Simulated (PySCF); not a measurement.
Several molecules and their computed UV-vis stick spectra, shuffled. Level of theory: TDDFT CAM-B3LYP/def2-SVPD, vertical, gas phase, core orbitals frozen in the response (PySCF 2.14.0, density-fitted response routines). Geometries: PBE0-D3(BJ)/def2-SVP; one conformer of each isolated species. Triplets are in the Tamm–Dancoff approximation.

A. `C=CCc1cnsc1`
B. `N#CCCl`
C. `N#CC#[C][MgH]`
D. `C=CCN=C(C)C`
E. `CSc1ccncc1`

Lowest singlet levels (six at most, fewer where fewer were computed) with oscillator strengths:

1. 5.19 eV (f 0.002); 6.84 eV (f 0.015); 7.03 eV (f 0.009); 7.12 eV (f 0.020); 7.28 eV (f 0.180); 7.43 eV (f 0.562)
2. 6.70 eV (f 0.000); 6.94 eV (f 0.009); 7.27 eV (f 0.001); 7.69 eV (f 0.031); 7.98 eV (f 0.001); 8.29 eV (f 0.014); T1 5.92 eV
3. 4.66 eV (f 0.000); 4.87 eV (f 0.000 summed over 2 states); 6.07 eV (f 0.123 summed over 2 states); 6.76 eV (f 0.762); 6.77 eV (f 0.102 summed over 2 states); 7.05 eV (f 0.000) [of 10 roots; the last level is left out, as the window may have cut its degenerate partner]; T1 3.83 eV
4. 5.52 eV (f 0.187); 5.71 eV (f 0.004); 6.13 eV (f 0.000); 6.24 eV (f 0.048); 6.82 eV (f 0.102); 6.87 eV (f 0.018)
5. 5.17 eV (f 0.004); 5.20 eV (f 0.007); 5.33 eV (f 0.229); 5.37 eV (f 0.000); 5.60 eV (f 0.000); 6.28 eV (f 0.177); T1 3.93 eV

Question: Which spectrum belongs to which structure?

Answer: 1 = D, 2 = B, 3 = C, 4 = A, 5 = E.
- A: S1 at 5.52 eV, HOMO→LUMO (89%); Löwdin shares by element: HOMO carbon 41% or more, sulfur 33% (atoms not listed hold the other 26%); LUMO carbon 33% or more, sulfur 20%, nitrogen 20% (atoms not listed hold the other 28%); HOMO -8.49 and LUMO 0.04 eV.
- B: S1 at 6.70 eV, HOMO→LUMO (91%); Löwdin shares by element: HOMO chlorine 68%, carbon 17%, nitrogen 7%; LUMO chlorine 41%, carbon 36%, nitrogen 17%; HOMO -10.76 and LUMO 0.00 eV; point group Cs, 1 of its 6 listed states under f = 0.0005.
- C: S1 at 4.66 eV, HOMO-1/HOMO→LUMO/LUMO+1 (≥76%), HOMO-1/HOMO→LUMO+3 (≥11%); Löwdin shares by element: HOMO (one of a set within 0.03 eV) carbon 76%, nitrogen 20%; LUMO (one of a set within 0.03 eV) magnesium 51%, carbon 30% or more, nitrogen 9%; HOMO -9.55 and LUMO -0.91 eV; point group C∞v, 4 of its 9 listed states under f = 0.0005.
- D: S1 at 5.19 eV, HOMO→LUMO (67%), HOMO→LUMO+1 (18%), HOMO→LUMO+2 (10%); Löwdin shares by element: HOMO nitrogen 58%, carbon 28% or more; LUMO carbon 37% or more, nitrogen 18% (atoms not listed hold the other 46%); HOMO -8.44 and LUMO 1.10 eV.
- E: S1 at 5.17 eV, HOMO-1→LUMO (95%); Löwdin shares by element: HOMO sulfur 49%, carbon 20% or more, nitrogen 9% (atoms not listed hold the other 22%); LUMO carbon 46% or more, nitrogen 20% (atoms not listed hold the other 34%); HOMO -7.87 and LUMO 0.20 eV; point group Cs, 2 of its 6 listed states under f = 0.0005.
D and E have S1 within 0.03 eV of each other; their strongest listed levels stand at 7.43 eV (f 0.562) and 5.33 eV (f 0.229).

A slash joins orbitals within 0.01 eV of each other, whose weights are summed (≥ marks a lower bound).
